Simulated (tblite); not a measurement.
A tight-binding relaxation on `CCC(C)(C)P=C=O`.

Computed with GFN2-xTB geometry optimisation, gas phase (tblite 0.8.0). Start geometry: from a force field or distance geometry. The command runs a driver script over a list of jobs; the input below is this job's line of settings and its coordinates in Å.

Command:
```bash
OMP_NUM_THREADS=1 python probes_run.py task.json out
```

Input:
```
{"job": {"kind": "relax", "xc": "GFN2-xTB", "basis": "xTB"}, "charge": 0, "multiplicity": 1}
C     -1.956100    -1.089000     0.214900
C     -1.327200     0.162700    -0.330600
C      0.181000     0.200400    -0.213900
C      0.577000     1.561600    -0.832400
C      0.628400     0.283600     1.253400
P      1.055400    -1.209300    -0.983000
C      2.597400    -1.642000    -0.610100
O      3.726700    -1.957900    -0.307100
H     -1.198500    -1.874000     0.311700
H     -2.757200    -1.396700    -0.522700
H     -2.411800    -0.869700     1.195900
H     -1.686700     1.079700     0.206900
H     -1.637800     0.295200    -1.373700
H     -0.088600     2.283400    -0.348700
H      0.409000     1.495800    -1.907800
H      1.601600     1.805400    -0.534500
H      1.036000     1.299600     1.441400
H      1.443700    -0.457400     1.399300
H     -0.202300     0.037800     1.933400
```

Output:
```
step      E/eV     max force
  0    -679.03435    3.477
  1    -679.35633    5.884
  2    -679.60839    1.452
  3    -679.70166    0.905
  4    -679.78970    0.767
  5    -679.82944    0.840
  6    -679.87376    0.594
  7    -679.90723    0.720
  8    -679.94173    0.624
  9    -679.96437    0.370
... (70 lines left out)
 80    -680.30791    0.022
 81    -680.30797    0.016
 82    -680.30801    0.013
 83    -680.30804    0.015
 84    -680.30808    0.023
 85    -680.30813    0.026
 86    -680.30820    0.018
 87    -680.30824    0.013
 88    -680.30826    0.011
 89    -680.30828    0.010
```

«max force» is the largest atomic force in eV/Å.

From which step on does the largest force stay under 0.1 eV/Å, and how much energy is left to gain from there?

From step 58 (0.093 eV/Å), 21.3 meV above the end.

Main results: energy lowered by 29.4 kcal/mol over 89 steps; largest atomic force 0.010 eV/Å at the end.
Labels such as C1 count atoms from 1, the log's own numbers from 0.
